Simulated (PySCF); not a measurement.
Working out the ionisation energy of Co

Co [Ar] 3d7 4s2 (4F) → Co⁺ [Ar] 3d8 (3F). All numbers are calculated (PySCF 2.14, scalar relativity by spin-free X2C-1e, in x2c-TZVPall (6s5p4d1f, 48 functions)). Frozen: [Ar]. Energies in hartree (1 hartree = 27.21139 eV):

| part | Co (lower) | Co⁺ (upper) |
| --- | --- | --- |
| UHF | -1391.869467 | -1391.565085 |
| MP2 opposite-spin | -0.122680 | -0.143633 |
| MP2 same-spin | -0.077471 | -0.088109 |

Task: What does Hartree-Fock give?

Result: (-1391.565085) − (-1391.869467) = 0.304382 hartree = 8.283 eV.

Task: What do MP2 and SCS-MP2 (6/5 opposite-spin, 1/3 same-spin) give?

Result: The opposite-spin parts differ by -0.570 eV and the same-spin parts by -0.289 eV. MP2: 8.283 + (-0.570) + (-0.289) = 7.424 eV. SCS-MP2: 8.283 + 1.2 × (-0.570) + (-0.289)/3 = 7.503 eV.

Measured between the centres of the two terms (NIST): 7.869 eV, so MP2 (valence) is off by -0.445 eV.

What remains against the reference includes basis incompleteness, the frozen core and correlation beyond second order.
